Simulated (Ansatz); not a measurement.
Stepwise reaction of `[SH][GeH2][SH]` with hydrogen sulfide, as a gas-phase model of exchange steps in deposition or etching. ΔE in kJ/mol; ΔG adds harmonic PBE0-D4 terms to CCSD(T)/CBS, at 1 bar.

Calculated with Ansatz (gas phase, PBE0-D4/def2-TZVP geometries, no zero-point term in ΔE). CBS: MP2 limit from def2 TZ/QZ plus the TZ coupled-cluster correction, frozen cores. This one scheme is used for every species. DFT in def2-TZVPP. B3LYP here is the variant with VWN-RPA as its local correlation; programs differ in this. For Ge outer-core shells are correlated without core-valence functions, which leaves a few kJ/mol of doubt a bond. Scalar relativity is left out up to krypton. One conformer a species, not always the lowest.

| step | reaction | PBE-D4 | B3LYP-D4 | ωB97M-V | CCSD(T)/CBS | ΔG(500 K) |
| --- | --- | --- | --- | --- | --- | --- |
| 2 | `[SH][GeH]([SH])[SH]` + H₂S → `[SH][Ge]([SH])([SH])[SH]` + H₂ | -42.1 | -38.4 | -33.5 | -36.0 | -23.9 |

Give the row of step 1, `[SH][GeH2][SH]` + H₂S → `[SH][GeH]([SH])[SH]` + H₂. (An estimate is asked.)

The calculation gave: 
```json
{"step": "1", "reaction": "`[SH][GeH2][SH]` + H₂S → `[SH][GeH]([SH])[SH]` + H₂", "PBE-D4": "-39.5", "B3LYP-D4": "-35.7", "ωB97M-V": "-32.4", "CCSD(T)/CBS": "-34.8", "ΔG(500 K)": "-22.7"}
```

By hand: ΔE of the 2 steps together at CCSD(T)/CBS.

(-34.8) + (-36.0) = -70.8 kJ/mol, or -35.4 kJ/mol a step.

In ΔE the steps differ by no more than 1.2 kJ/mol. All are downhill at CCSD(T)/CBS. ΔG lies between -23.9 and -22.7 kJ/mol a step. PBE-D4 differs from CCSD(T)/CBS by -6.1 to -4.7 kJ/mol a step. Isolated molecules leave out the surface, adducts and barriers. Largest T1 diagnostic: 0.011.
